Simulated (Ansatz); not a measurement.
System: CH3AlBr2O (charge 0, singlet). SMILES: [Al]([O]C)([Br])[Br]
Geometry from a B3LYP-D3(BJ)/def2-TZVP (Ansatz, a first-principles code) optimisation:
```
O
C 1 1.4129
H 2 1.0921 1 109.41
H 2 1.0921 3 108.51 1 -119.31
H 2 1.0938 3 108.68 4 -118.03
Al 1 1.6686 2 135.92 3 120.62
Br 6 2.2378 1 118.99 2 -180.00
Br 6 2.2496 1 120.30 2 0.00
```
Charge 0, spin multiplicity 1.

Quantity: atomisation energy (electronic, to ground-state atoms), in kcal/mol. Correlated levels leave the core frozen unless marked. UHF or UKS for open shells. Spin-orbit coupling is left out. The frozen core is the preceding noble-gas configuration, with the filled d and f shells of earlier blocks. Non-relativistic. The coupled-cluster limit lacks core correlation, which all-electron functionals hold. CBS marks a two-point X^-3 extrapolation of the correlation energy; Hartree-Fock from the larger set. The bracket is a focal-point correction in the basis named.

```json
[
 {"level": "HF/STO-3G", "program": "Ansatz", "atomisation energy (kcal/mol)": "633.5"},
 {"level": "r2SCAN/def2-TZVPD", "program": "Ansatz", "atomisation energy (kcal/mol)": "687.3"},
 {"level": "PBE0/STO-3G", "program": "Ansatz", "atomisation energy (kcal/mol)": "820.1"},
 {"level": "PBE0-D3(BJ)/def2-TZVPD", "program": "Ansatz + dftd3", "atomisation energy (kcal/mol)": "680.6"},
 {"level": "BHLYP/def2-TZVPD", "program": "Ansatz", "atomisation energy (kcal/mol)": "652.2"},
 {"level": "r2SCAN0/def2-TZVPD", "program": "Ansatz", "atomisation energy (kcal/mol)": "674.9"},
 {"level": "wB97M-V/def2-TZVPD", "program": "Ansatz", "atomisation energy (kcal/mol)": "680.7"},
 {"level": "B2PLYP-D4/def2-TZVPD", "program": "Ansatz + dftd4", "atomisation energy (kcal/mol)": "674.3"},
 {"level": "MP2/def2-SVP", "program": "Ansatz", "atomisation energy (kcal/mol)": "659.9"},
 {"level": "MP2/CBS(def2-TZVPP,def2-QZVPP)", "program": "Ansatz", "atomisation energy (kcal/mol)": "703.9"},
 {"level": "SCS-MP2/STO-3G", "program": "Ansatz", "atomisation energy (kcal/mol)": "695.5"},
 {"level": "SCS-MP2/6-31G*", "program": "Ansatz", "atomisation energy (kcal/mol)": "626.2"},
 {"level": "CCSD/6-31G", "program": "Ansatz", "atomisation energy (kcal/mol)": "538.1"},
 {"level": "CCSD/6-31G*", "program": "Ansatz", "atomisation energy (kcal/mol)": "612.9"},
 {"level": "CCSD/def2-QZVPP", "program": "Ansatz", "atomisation energy (kcal/mol)": "664.9"},
 {"level": "CCSD(T)/6-31G*", "program": "Ansatz", "atomisation energy (kcal/mol)": "619.4"},
 {"level": "CCSD(T)/def2-SVP", "program": "Ansatz", "atomisation energy (kcal/mol)": "643.9"},
 {"level": "CCSD(T)/def2-TZVPPD", "program": "Ansatz", "atomisation energy (kcal/mol)": "665.8"},
 {"level": "RI-MP2/CBS(def2-TZVPP,def2-QZVPP)+[CCSD(T)-MP2]/def2-QZVPP", "program": "Ansatz", "atomisation energy (kcal/mol)": "685.1"},
 {"level": "RI-MP2/CBS(def2-TZVPPD,def2-QZVPPD)+[CCSD(T)-MP2]/def2-QZVPPD", "program": "Ansatz", "atomisation energy (kcal/mol)": "684.3"},
 {"level": "CCSD(T)/CBS(def2-TZVPPD,def2-QZVPPD)", "program": "Ansatz", "atomisation energy (kcal/mol)": "684.8"}
]
```
